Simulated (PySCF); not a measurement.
C4H9FO3Si.
Numbering: `[OH:1][CH2:2][C@@H:3]1[O:4][C@@H:5]([F:6])[CH2:7][O:8][SiH2:9]1`

Probes without a nucleus sit at each ring's centroid and 1 Å off its mean plane on both sides; NICS is minus the shielding there, NICSzz its component along the normal. Level: GIAO PBE0/pcSseg-1 (PySCF, non-relativistic, gas phase) on the GFN2-xTB geometry, one conformer.

Ring bond lengths (Å), with Mayer bond orders in brackets: C3–O4 1.459 (0.80), O4–C5 1.363 (1.02), C5–C7 1.534 (1.01), C7–O8 1.394 (0.89), O8–Si9 1.626 (0.98), Si9–C3 1.911 (0.84).

Task: What do the NICS probes read (ppm)?

Result: 
| ring | type | NICS(0) | NICS(1), two faces | NICS(1)zz, two faces | rms pucker (Å) | centre to ring atoms, mean (Å) |
| --- | --- | --- | --- | --- | --- | --- |
| C3–O4–C5–C7–O8–Si9 | 6-membered ring with 2 O and Si; formal bonds all single | -0.3 | -0.1 / -0.4 | 4.7 / 3.1 | 0.20 | 1.50 |

Task: What do they say, and how far can they be read as aromaticity?

Result: 
- C3–O4–C5–C7–O8–Si9: mean NICS(1)zz 3.9 ppm, deshielded. C3, C5, C7, Si9 have four or more neighbours, so the value isn't read as a sign of a π ring current.

Task: List the ring angles and the Hirshfeld charges of the ring atoms.

Result: 
- C3–O4–C5–C7–O8–Si9: C3 107.1° (-0.061 e), O4 115.7° (-0.134 e), C5 115.9° (+0.120 e), C7 113.3° (-0.005 e), O8 124.4° (-0.230 e), Si9 104.2° (+0.400 e); sum 680.5° against 720° for a flat convex ring.

Task: What are the shieldings of the ring atoms and their hydrogens in the same run (means over atoms taken as equivalent)?

Result: 
```
   atoms                 environment  σ isotropic (ppm)  principal values of the symmetric part, first atom (ppm)
      C3  sp3 carbon bound to oxygen              117.8                                        99.2, 111.7, 142.7
      O4         cyclic ether oxygen              259.0                                       182.3, 240.6, 354.2
      C5              sp3 C–F carbon               76.4                                         50.8, 76.2, 102.2
      C7  sp3 carbon bound to oxygen              118.9                                       105.7, 111.5, 139.6
      O8          silyl ether oxygen              349.7                                       298.3, 365.4, 385.2
     Si9        oxygen-bound silicon              382.4                                       340.5, 382.2, 424.4
 H on C3            methine hydrogen              27.09                                          23.6, 26.4, 31.3
 H on C5            methine hydrogen              26.01                                          22.7, 24.9, 30.4
 H on C7          methylene hydrogen              27.70                                          23.9, 26.3, 33.0
 H on C7          methylene hydrogen              27.47                                          23.8, 26.1, 32.6
H on Si9               Si–H hydrogen              26.83                                          23.4, 24.9, 32.2
H on Si9               Si–H hydrogen              26.80                                          23.0, 25.8, 31.7
```
